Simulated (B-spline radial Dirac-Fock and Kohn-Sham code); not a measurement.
Method: multi-electron Dirac-Fock with separately optimised hole states, Breit and Lamb-shift corrections added in first order. Computed with a radial atomic solver. Free neutral atoms.

Problem. Order these X-ray lines by photon energy, lowest first.
A. Al Lℓ
B. Kr Mζ1
C. Rb Mζ2
D. Rb Mζ1
E. Zr Mζ2
F. Zr Mζ1

Solution. A (70.45 eV), B (79.17 eV), D (95.92 eV), C (96.49 eV), F (151.2 eV), E (151.8 eV).
